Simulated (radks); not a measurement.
Species: Ni VIII. Configuration: [Ar] 3d3 (the NIST ground configuration).

Method: scalar-relativistic Kohn-Sham, LDA (Slater exchange, Perdew-Wang correlation), spin-polarised, spherical densities, point nucleus; open shells are filled with parallel spins first; computed with a radial shooting solver on a logarithmic mesh with Libxc functionals.

Energy parts (eV):
total: -40871.209
kinetic: 41436.142
electron-nucleus: -94959.538
Hartree: 14176.502
exchange-correlation: -1524.315

Orbitals (lengths in bohr, moments of r in powers of bohr):
| orbital | occ. | eigenvalue (eV) | <r^2> | <1/r> |
|---|---|---|---|---|
| 1s up | 1 | -8348.408 | 0.003949 | 28.04 |
| 1s down | 1 | -8348.376 | 0.003948 | 28.04 |
| 2s up | 1 | -1138.039 | 0.07106 | 6.056 |
| 2s down | 1 | -1135.226 | 0.07084 | 6.066 |
| 2p up | 3 | -1001.845 | 0.05705 | 5.948 |
| 2p down | 3 | -999.6803 | 0.05681 | 5.958 |
| 3s up | 1 | -254.0614 | 0.5622 | 2.035 |
| 3s down | 1 | -249.3067 | 0.5671 | 2.023 |
| 3p up | 3 | -213.4637 | 0.5929 | 1.924 |
| 3p down | 3 | -208.7778 | 0.6001 | 1.911 |
| 3d up | 3 | -148.4059 | 0.6207 | 1.714 |
| 3d down | 0 | -143.5619 | 0.6374 | 1.699 |
| 4s up | 0 | -93.8592 | 2.917 | 0.8566 |
| 4s down | 0 | -92.2688 | 2.984 | 0.8452 |
| 4p up | 0 | -81.4444 | 3.334 | 0.7976 |
| 4p down | 0 | -80.0310 | 3.423 | 0.7857 |

The highest occupied level is 3d up at -148.41 eV. Spin moment in Bohr magnetons: 3. The density falls to 0.001 e/bohr^3 at r = 2.02 bohr. For comparison, the ionisation energy in NIST's Atomic Spectra Database is 162 eV (theoretical). In exact Kohn-Sham theory the highest level is minus the ionisation energy, but local and semilocal functionals leave it too shallow, through self-interaction and a potential that decays too fast; potentials with the right tail come closer. Summed over all electrons, <r^2> = 7.062 bohr^2, which gives a Langevin (diamagnetic) susceptibility term of -5.59 x 10^-6 cm^3/mol.
